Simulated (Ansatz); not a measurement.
The inner images of a band of BCl2H + BrH (6 atoms, charge 0, multiplicity 1) are given out of order.

These are results of RKS PBE/def2-SVP in Ansatz, not measurements.

Image 0:

```xyz
6
Properties=species:S:1:pos:R:3
B -0.006 0.457 -0.228
H -0.001 0.630 0.969
Cl 1.510 0.404 -1.099
Cl -1.529 0.328 -1.077
Br 0.088 -2.888 1.207
H 0.074 -2.016 2.347
```

Image 8:

```xyz
6
Properties=species:S:1:pos:R:3
B 0.020 -0.718 -0.750
H 0.016 0.354 2.494
Cl 1.514 0.170 -0.973
Cl -1.519 0.094 -0.951
Br 0.070 -2.579 -0.300
H 0.035 -0.407 2.599
```

Problem. Put them in order from the first end to the last, with their energies above the first end.
A.
```xyz
6
Properties=species:S:1:pos:R:3
B 0.000 0.292 -0.052
H 0.005 0.422 1.155
Cl 1.520 0.275 -0.910
Cl -1.529 0.201 -0.889
Br 0.086 -2.832 1.216
H 0.054 -1.443 1.599
```
B.
```xyz
6
Properties=species:S:1:pos:R:3
B 0.006 0.095 0.037
H 0.009 0.310 1.243
Cl 1.539 0.177 -0.800
Cl -1.540 0.104 -0.780
Br 0.076 -2.585 0.972
H 0.046 -1.187 1.448
```
C.
```xyz
6
Properties=species:S:1:pos:R:3
B 0.021 -0.684 -0.577
H 0.013 0.290 2.165
Cl 1.516 0.203 -0.800
Cl -1.518 0.128 -0.781
Br 0.070 -2.548 -0.131
H 0.033 -0.474 2.245
```
D.
```xyz
6
Properties=species:S:1:pos:R:3
B 0.021 -0.538 -0.085
H 0.013 0.189 1.503
Cl 1.529 0.213 -0.642
Cl -1.526 0.143 -0.626
Br 0.068 -2.485 0.384
H 0.031 -0.608 1.585
```
E.
```xyz
6
Properties=species:S:1:pos:R:3
B 0.015 -0.241 0.071
H 0.012 0.193 1.307
Cl 1.551 0.180 -0.704
Cl -1.547 0.110 -0.687
Br 0.069 -2.451 0.731
H 0.037 -0.877 1.402
```
F.
```xyz
6
Properties=species:S:1:pos:R:3
B -0.004 0.404 -0.156
H 0.002 0.526 1.049
Cl 1.512 0.380 -1.024
Cl -1.529 0.304 -1.002
Br 0.092 -2.992 1.307
H 0.063 -1.707 1.946
```
G.
```xyz
6
Properties=species:S:1:pos:R:3
B 0.022 -0.648 -0.374
H 0.013 0.240 1.821
Cl 1.519 0.217 -0.676
Cl -1.517 0.145 -0.660
Br 0.069 -2.515 0.108
H 0.031 -0.524 1.900
```

Solution. F (+0.01 eV), A (+0.04 eV), B (+0.25 eV), E (+0.65 eV), D (+0.19 eV), G (-0.29 eV), C (-0.45 eV).

Time of the run: 4 min on 2 threads of Arm Neoverse V2, with other jobs on the host, peak memory 0.13 GiB.
